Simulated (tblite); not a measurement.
C2H10FNSi2.
Numbering: `[CH3:1][NH:2][Si@@:3]([CH3:4])([F:5])[SiH3:6]` (hydrogens: H7, H8, H9 on C1; H10 on N2; H11, H12, H13 on C4; H14, H15, H16 on Si6)

Computed geometry: GFN2-xTB, gas phase.

List the bond lengths, angles and torsions at this level.

```csv
bond,length (pm)
C1–N2,144.7
N2–Si3,171.7
Si3–C4,189.9
Si3–F5,164.2
Si3–Si6,229.6
"C1–H7, C1–H8, C1–H9",109.1
N2–H10,100.8
"C4–H11, C4–H12, C4–H13",108.6
"Si6–H14, Si6–H15, Si6–H16",146.6
```

Bonds in one row agree within 1 pm and their mean is given. A selection of angles:
```csv
angle,degrees
N2–C1–H7,110.1
N2–C1–H8,112.1
H7–C1–H8,108.6
H8–C1–H9,108.3
C1–N2–Si3,126.7
C1–N2–H10,111.4
Si3–N2–H10,118.4
N2–Si3–C4,108.5
N2–Si3–F5,110.3
N2–Si3–Si6,109.2
C4–Si3–F5,102.7
C4–Si3–Si6,118.0
F5–Si3–Si6,107.9
Si3–C4–H11,111.7
H11–C4–H12,107.5
Si3–Si6–H14,112.0
Si3–Si6–H16,113.4
H14–Si6–H15,106.4
```

Torsions: C1–N2–Si3–C4 -38° (synclinal).

Of the pairs four or more bonds apart, C4···H9 is among the closest relative to their van der Waals radii: 2.80 Å, 97 % of the sum of Bondi's values. N2 (silicon-bound nitrogen) is almost planar (angles 126.7°, 118.4° and 111.4°, sum 356.4°, 0.15 Å off the plane of its three neighbours). Si3 (fluorine-bound silicon) is distorted tetrahedral (angles from 102.7° to 118.0°). Si6 (SiH3 silicon) is distorted tetrahedral (angles from 106.4° to 113.4°).

Point group: C1 (no symmetry element, even within 0.4 Å). Its lowest GFN2-xTB frequency is 11 cm⁻¹, too small to tell a flat minimum from a shallow saddle. The numbers are those of one conformer. 2 starts were optimised and ended at 0.00 and 0.46 kcal/mol (GFN2-xTB); the lowest of these is shown.
